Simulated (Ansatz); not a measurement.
Species: AlH, net charge 1, doublet state. 
Structure (B3LYP-D3(BJ)/def2-TZVP (Ansatz, a quantum-chemistry and plane-wave program) minimum search):
```xyz
2

Al     0.0000     0.0000    -0.1159
H      0.0000     0.0000     1.5070
```
Charge +1, spin multiplicity 2.

Basis-set convergence of Hartree-Fock and CCSD correlation energies (hartree) with Ansatz. Correlated levels leave the core frozen unless marked. UHF or UKS for open shells. No spin-orbit coupling. No relativistic terms.

| basis | functions | E(HF) | E(corr, CCSD) |
|---|---|---|---|
| cc-pV(D+d)Z | 28 | -242.18981 | -0.04108 |
| cc-pV(T+d)Z | 53 | -242.19641 | -0.04581 |
| cc-pV(Q+d)Z | 94 | -242.19825 | -0.04741 |
| cc-pV(5+d)Z | 155 | -242.19868 | -0.04786 |

Extrapolating the two largest sets (X = 4 and 5) as X^-3: E(corr) = (125·(-0.04786) - 64·(-0.04741))/61 = -0.0483 Eh, an estimate of the basis-set limit. The largest set recovers 99.0 % of it, the smallest 85.0 %.
